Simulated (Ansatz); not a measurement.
Basis-set extrapolation for CH$_{8}$FNO$_{2}$Si$_{2}$ (`CN([SiH2]O)[SiH](O)F`) (PBE0-D4/def2-TZVP geometry, frozen core, Ansatz). Multiplicity 1, RHF reference.

|  | def2-TZVPP | def2-QZVPP |
| --- | --- | --- |
| HF | -924.419342 | -924.455408 |
| MP2 correlation | -1.355097 | -1.464294 |
| CCSD(T) correlation | -1.446304 | not run |

Energies in hartree. Use E(X) = E(∞) + A·exp(−7.88·√X) for Hartree–Fock and E(X) = E(∞) + B·X^(−2.97) for correlation, with X = 3 and 4, and add CCSD(T) minus MP2 of the smaller set to the MP2 limit.

**Question.** What is the CCSD(T) energy at the basis-set limit?

**Answer.** HF limit: -924.455408 + (-0.036066) × 0.13774 = -924.46038. MP2 limit: -1.464294 + (-0.109197) × 0.74074 = -1.54518. Higher-order term: -1.446304 − (-1.355097) = -0.09121. Total: -926.09677 hartree, 606.8 kJ/mol below CCSD(T)/def2-TZVPP.
